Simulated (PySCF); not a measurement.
TaF: from constants to spectrum

ROHF-CCSD(T) constants of TaF, ³Σ⁻ (triplet), unpaired electrons δ ↑↑ (Ta def2-TZVPPD with ECP60, F def2-TZVPPD; scalar-relativistic core potentials (PySCF 2.14); masses 180.9480 and 18.9984 u):

| Quantity | Value |
| --- | --- |
| ωe | 720.4 cm⁻¹ |
| ωexe | 2.95 cm⁻¹ |
| Be | 0.2961 cm⁻¹ |
| αe | 0.00165 cm⁻¹ |
| De to Ta (5d3 6s2) + F | 6.14 eV |

What force constant and bond length do these constants imply?

Reduced mass μred = 17.193 u; k = 5.8918×10⁻⁷·μred·ωe² (u, cm⁻¹, mdyn/Å) = 5.26 mdyn/Å; Re = √(16.8576/(μred·Be)) (u, cm⁻¹, Å) = 1.820 Å.

Estimate the centrifugal constant D from the Kratzer relation and find the Dunham coefficient a1.

D = 4Be³/ωe² = 2e-07 cm⁻¹; a1 = −1 − αeωe/(6Be²) = -3.26.

Correlated steps freeze 1 core orbital. Spin–orbit coupling is left out, which matters for elements this heavy, above all for dissociation energies. The state is the lowest single determinant that the PBE0 search found; with open d or f shells the true ground state can be another one.
